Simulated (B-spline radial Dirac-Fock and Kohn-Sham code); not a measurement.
# L-shell conversion coefficients of In against transition energy

Model: a Dirac-Hartree-Slater potential of the neutral atom with a Latter tail (no hole, which puts coefficients of high multipoles low close above an edge), finite nucleus with surface currents. Program: a radial B-spline solver. Subshells within 1 keV of threshold and pair formation are left out.

| energy (keV) | E2 | E3 | E4 | M1 | M2 | M3 |
| --- | --- | --- | --- | --- | --- | --- |
| 20 | 670 | 99400 | 7.12e+06 | 6.34 | 810 | 106000 |
| 21.1 | 513 | 72000 | 4.97e+06 | 5.40 | 634 | 76400 |
| 28.8 | 110 | 11100 | 609000 | 2.14 | 155 | 11600 |
| 30.2 | 87.1 | 8360 | 442000 | 1.86 | 126 | 8710 |
| 36.7 | 33.7 | 2600 | 118000 | 1.04 | 53.0 | 2760 |
| 37.6 | 30.0 | 2250 | 99700 | 0.972 | 47.7 | 2400 |
| 47.6 | 9.70 | 553 | 20000 | 0.485 | 17.1 | 621 |
| 50 | 7.69 | 413 | 14300 | 0.420 | 13.9 | 470 |
| 72.8 | 1.36 | 45.4 | 1120 | 0.141 | 2.87 | 59.8 |
| 74.3 | 1.24 | 40.3 | 978 | 0.132 | 2.64 | 53.7 |
| 78.4 | 0.974 | 29.5 | 681 | 0.113 | 2.12 | 40.3 |
| 100 | 0.334 | 7.34 | 133 | 0.0565 | 0.795 | 11.3 |
| 154 | 0.0550 | 0.678 | 7.93 | 0.0168 | 0.150 | 1.34 |
| 200 | 0.0196 | 0.173 | 1.53 | 0.00823 | 0.0575 | 0.394 |
| 239 | 0.00996 | 0.0710 | 0.522 | 0.00511 | 0.0305 | 0.177 |
| 253 | 0.00806 | 0.0538 | 0.373 | 0.00439 | 0.0250 | 0.138 |
| 268 | 0.00653 | 0.0409 | 0.266 | 0.00377 | 0.0205 | 0.108 |
| 421 | 0.00139 | 0.00552 | 0.0229 | 0.00118 | 0.00463 | 0.0169 |
| 500 | 0.000811 | 0.00279 | 0.00996 | 0.000770 | 0.00272 | 0.00877 |
| 645 | 0.000389 | 0.00111 | 0.00324 | 0.000415 | 0.00127 | 0.00351 |
| 685 | 0.000331 | 0.000911 | 0.00254 | 0.000360 | 0.00107 | 0.00285 |
| 989 | 0.000132 | 0.000299 | 0.000664 | 0.000154 | 0.000390 | 0.000861 |
| 1000 | 0.000129 | 0.000290 | 0.000640 | 0.000150 | 0.000379 | 0.000832 |
| 1040 | 0.000118 | 0.000261 | 0.000563 | 0.000137 | 0.000342 | 0.000738 |
| 1350 | 6.70e-05 | 0.000133 | 0.000255 | 7.71e-05 | 0.000176 | 0.000342 |
| 1500 | 5.39e-05 | 0.000103 | 0.000190 | 6.15e-05 | 0.000135 | 0.000255 |
| 1810 | 3.73e-05 | 6.75e-05 | 0.000116 | 4.14e-05 | 8.65e-05 | 0.000154 |
| 2000 | 3.09e-05 | 5.43e-05 | 9.08e-05 | 3.37e-05 | 6.86e-05 | 0.000119 |
| 2020 | 3.03e-05 | 5.32e-05 | 8.86e-05 | 3.31e-05 | 6.71e-05 | 0.000116 |

Question: How fast do they fall between 1810 and 2020 keV?

Answer: As powers of the energy: E2 E^-1.89, E3 E^-2.17, E4 E^-2.48, M1 E^-2.05, M2 E^-2.32, M3 E^-2.59. Within one type (E or M) the higher multipoles fall faster.

Values without a named source are computed, but for edge energies of neutral atoms, which are taken from tables.
